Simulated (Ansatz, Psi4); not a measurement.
Molecule: chloro(ethenylsilyl)silane, C2H7ClSi2, net charge 0, singlet state. SMILES: C=C[SiH2][SiH2]Cl
Structure (B3LYP-D3(BJ)/def2-TZVP (Ansatz, a first-principles code) minimum search):
```xyz
12

C     -3.1280     0.4618    -0.0070
C     -1.9262     0.3177    -0.5623
Si    -0.8021    -1.1309    -0.2418
Si     1.1438    -0.3708     0.8236
Cl     1.9558     1.1354    -0.3658
H     -3.5450    -0.2844     0.6609
H     -3.7496     1.3307    -0.1961
H     -1.5643     1.1043    -1.2200
H     -1.4954    -2.1191     0.6227
H     -0.3944    -1.7872    -1.5089
H      0.8621     0.2210     2.1512
H      2.1781    -1.4193     0.9788
```
Charge 0, spin multiplicity 1.

Quantity: enthalpy of formation at 298 K, in kcal/mol. Terms: UHF or UKS for open shells; non-relativistic; spin-orbit terms left out; frozen cores in correlated levels; 6-311+G** with 5d, 6d on Na to Ar in Ansatz; six Cartesian d functions in 6-31G* and its kin unless marked 5d; dispersion terms only where a functional's name holds one. CBS(X,Y): correlation extrapolated as X^-3; Hartree-Fock from the larger set. Ab initio and DFT rows: single points at B3LYP-D3(BJ) geometries (Ansatz), with unscaled harmonic terms from B3LYP/6-31G* (Ansatz) at its own minima, enthalpies of formation by atomisation with measured atoms.

Coupled cluster (Ansatz) is a level with limits of its own, used here on species with T1 under 0.025 (0.045 for open shells) and stable references: CCSD(T)/CBS(aug-cc-pV(T+d)Z,aug-cc-pV(Q+d)Z).

Value to compare with, CCSD(T)/CBS(aug-cc-pV(T+d)Z,aug-cc-pV(Q+d)Z) (Ansatz): -12.3 kcal/mol.

```tsv
level	program	enthalpy of formation at 298 K (kcal/mol)	difference
HF/3-21G	Ansatz	314.8	327.1
HF/6-311+G**	Ansatz	241.5	253.8
SVWN5/6-31G*	Ansatz	-122.3	-110.0
PBE/3-21G	Ansatz	26.1	38.4
PBE/6-311+G**	Ansatz	1.0	13.3
B3LYP/6-31G*	Ansatz	11.8	24.1
B3LYP/6-31+G*	Ansatz	16.0	28.3
wB97X-D/6-31G*	Psi4	-1.2	11.1
MP2/6-31G*	Ansatz	88.8	101.1
PBE0/def2-TZVPD	Ansatz	-3.4	8.9
```

Among the 9 habitual levels, HF/3-21G lies farthest from CCSD(T)/CBS(aug-cc-pV(T+d)Z,aug-cc-pV(Q+d)Z) (Ansatz) (327.1 kcal/mol) and wB97X-D/6-31G* nearest (11.1); 8 of 9 lie above it, and their mean absolute difference is 100.8 kcal/mol, the median 38.4. One case shows no general order.

The levels are drawn from those run, B3LYP/6-31G* more often than the rest, none by its result; left out are runs that failed, that the program found above a lower state of the same kind, or whose <S^2> lies over 0.5 above the pure value.
